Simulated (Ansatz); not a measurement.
`C[SiH](O)[Al]1[O][AlH]1` at its PBE0-D4/def2-TZVP geometry, where that method's forces vanish. Total charge 0; spin multiplicity 1.

```xyz
12

C     1.9676   -0.5381   -0.0246
Si    0.7052    0.8020   -0.3669
O     0.9427    2.1414    0.5859
Al   -1.6146    0.0755    0.0978
O    -2.3033   -1.5037   -0.1392
Al   -3.7801   -0.8128    0.4530
H     2.9799   -0.1926   -0.2542
H     1.9420   -0.8543    1.0205
H     1.7617   -1.4124   -0.6487
H     0.8396    1.1807   -1.8113
H     1.7425    2.6500    0.4419
H    -5.1831   -1.5357    0.6457
```

Question: What forces (eV/Å) does PBE-D4/def2-TZVPP give on these atoms in Ansatz 0.2.0? (An estimate is asked.)

Answer: Ansatz gave: 
```
C1  -0.016 -0.007 -0.003
Si2 -0.083 -0.242 -0.176
O3  -0.331  0.158  0.360
Al4  0.196  0.455  0.069
O5   0.198 -0.594 -0.217
Al6 -0.380  0.221  0.164
H7   0.195  0.064 -0.045
H8  -0.002 -0.066  0.195
H9  -0.031 -0.174 -0.115
H10  0.001  0.027 -0.176
H11  0.374  0.249 -0.064
H12 -0.120 -0.091  0.009
```
